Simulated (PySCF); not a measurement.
Two species compared at the same levels of theory.

First species: C7H13P.
SMILES: `C=CP(CC)C(=C)C`

Second species: C7H13P.
Bonds: C1–C2, C2–C3, C3–C4 (double), C4–C5, C5–C6, C6–P7, P7–C8, C3–P7. Hydrogens: H9, H10, H11 on C1; H12, H13 on C2; H14 on C4; H15, H16 on C5; H17, H18 on C6; H19, H20, H21 on C8.

Levels: PBE0/pcSseg-1 for HOMO energy, LUMO energy and HOMO–LUMO gap. Geometries: GFN2-xTB. Each structure is a single optimised conformer of the isolated species, non-relativistic unless stated. Electronic properties by PySCF.

Dipoles, sizes and rotational constants follow the conformer. The torsions of the flexible species, by atom-mapped SMILES:
- `[CH2:1]=[CH:2][P:3]([CH2:4][CH3:5])[C:6](=[CH2:7])[CH3:8]`: C1–C2–P3–C4 -143°, C2–P3–C4–C5 173°, C2–P3–C6–C7 126°

The conformers of `CCC1=CCCP1C` aren't listed.

Values for the first species:

| Property | Result |
| --- | --- |
| HOMO energy | -6.37 eV |
| LUMO energy | -0.11 eV |
| HOMO–LUMO gap | 6.26 eV |

Question: Estimate the same properties for the second species, and the change in each.

Answer: 
| property | first | second | second less first |
| --- | --- | --- | --- |
| HOMO energy | -6.37 eV | -6.30 eV | +0.07 eV |
| LUMO energy | -0.11 eV | 0.23 eV | +0.34 eV |
| HOMO–LUMO gap | 6.26 eV | 6.53 eV | +0.27 eV |

